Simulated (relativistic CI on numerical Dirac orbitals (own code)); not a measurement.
## Hyperfine structure of Pb XXVI, mass number 207

Calculated at this level of theory: Dirac-Coulomb-Breit CI, KLI orbitals optimised for each configuration, model QED, unscaled Slater integrals (own radial code, finite nucleus).

CI space (outside the closed core [Ar] 3d10): 4s²4p⁶4d¹⁰4f¹¹, 4s²4p⁶4d¹⁰4f¹⁰5s, 4s²4p⁶4d¹⁰4f⁹5s², 4s²4p⁶4d¹⁰4f¹⁰5p, 4s²4p⁶4d⁹4f¹², 4s²4p⁶4d⁸4f¹³, 4s²4p⁶4d¹⁰4f¹⁰5d, 4s²4p⁵4d¹⁰4f¹², 4s²4p⁶4d¹⁰4f¹⁰6s, 4s²4p⁴4d¹⁰4f¹³, 4p⁶4d¹⁰4f¹³, 4s4p⁶4d⁹4f¹³, 4s4p⁶4d¹⁰4f¹¹5s, 4s4p⁶4d¹⁰4f¹¹6s. Levels of other configurations are missing.

Nuclear spin I = 1/2, μ = 0.5906 μN (tables of Stone and Pyykkö). The electronic factors are computed for point nuclear moments, without core polarisation or the Bohr-Weisskopf and QED corrections.

```csv
Level,E (cm⁻¹),A (MHz)
4s²4p⁶4d¹⁰4f¹¹ ⁴I°15/2,0.0,3767
4s²4p⁶4d¹⁰4f¹¹ ²H°11/2,34084.3,3975
4s²4p⁶4d¹⁰4f¹¹ ⁴I°13/2,37262.1,4331
4s²4p⁶4d¹⁰4f¹¹ ⁴F°7/2,70901.4,3852
4s²4p⁶4d¹⁰4f¹¹ ²K°15/2,82763.9,4426
4s²4p⁶4d¹⁰4f¹¹ ⁴G°9/2,85964.1,3687
```

Levels with J = 0, under 50 % of one LS term, or S terms without an open s electron are left out. Small factors come from cancelling terms and can be off by tens of per cent or more.

At this charge transitions that keep the count of f electrons are usually good to a few per cent. Terms inside the open d or f shell come out 10 to 20 % too wide with unscaled integrals. Levels that differ in their count of f electrons can be misplaced by several ten thousand cm⁻¹, since the correlation energy of f electrons is missing or only estimated; rates across such gaps can be off by orders of magnitude.

(1) Give the hyperfine levels of 4s²4p⁶4d¹⁰4f¹¹ ⁴I°15/2 relative to its centre of gravity.

Answers

(1) With K = F(F + 1) − I(I + 1) − J(J + 1), E = AK/2: F = 7: -16010, F = 8: 14130 MHz.

LS names give the leading component of a level, which can be under half, so a name can repeat, a term be missing and a line seem to break the LS rules.
